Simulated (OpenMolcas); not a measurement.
Nb3+ with 6 ligands (bromide) in octahedral coordination (Oh) at 2.63 Å. A charge of +0.5 e stands 2.6 Å behind each ligand. Ligand basis ANO-RCC-VDZP.

```
Program             : OpenMolcas 26.06
Method              : CASSCF
Basis               : ANO-RCC-VDZP [6s5p3d1f]
Scalar Hamiltonian  : DKH2, point nucleus
Active space        : 2 electrons in 5 orbitals (4d)
State averaging     : 2S+1 = 3 even, 10 roots; 2S+1 = 1 even, 15 roots
Spin-orbit coupling : RASSI with atomic mean-field integrals over the reference wave functions
```

(1) What is the spin-free ground state (labels of O, the rotations of Oh)?

(2) Where is the first state of the same spin?

(3) What are the lowest two levels with spin-orbit coupling?

(4) What is χT at 300 K, and how does it compare with the textbook value?

(5) Which ligand-field parameters describe the states?

Answers

(1) 3T1, 3-fold in its orbital part; it has the highest spin that d2 allows.

(2) 3T2 at 14300 cm-1 above the ground state.

(3) A 2-fold level, then a 3-fold level 24.9 cm-1 above it. Their leading multiplicities are 3 (100 %) and 3 (100 %).

(4) The lowest level has 2S+1 = 3, for which the spin-only value is χT = S(S+1) / 2 = 1.000 cm3 K/mol (g = 2). The computed 0.456 at 300 K differs by -0.544, through orbital momentum, spin-orbit coupling and any other state in reach. With a threefold ground state the orbital momentum is unquenched, so the spin-only value is not expected to hold.

(5) A least-squares ligand-field fit to the states below 45000 cm-1, each weighted by its degeneracy and with a free common offset, gives 10Dq = 15066 cm-1, B = 593 cm-1 and C = 2415 cm-1 (C/B = 4.07), with an rms deviation of 294 cm-1. The same method and metal basis give the free ion B = 760 cm-1 (fit to its terms below 60000 cm-1, rms deviation 30 cm-1), so the nephelauxetic ratio is β = 593 / 760 = 0.78; it hangs on how both fits weigh the states, and computed free-ion B values tend to be too large, so β mixes covalency with correlation.

An orbital triplet at a regular site is open to Jahn-Teller coupling, which can distort the site and quench the lowest spin-orbit gaps and is left out. Without dynamic correlation the repulsion within the d shell is too large (B by tens of per cent), so at a given field states of lower spin stand too high. The least metal-like active orbital is 76 % on the metal (Löwdin) and no ligand orbital is active, so the numbers are rough. With metal d orbitals alone the field can be off either way by tens of per cent. Ligand-to-metal charge-transfer states are missing. With no ligand orbital active B as a rule stays too high, so bands that hang on it stand too high and its fall with covalency is understated. No measured value stands beside these numbers; the geometry is a model, was not optimised and need not be the one that this ion takes.
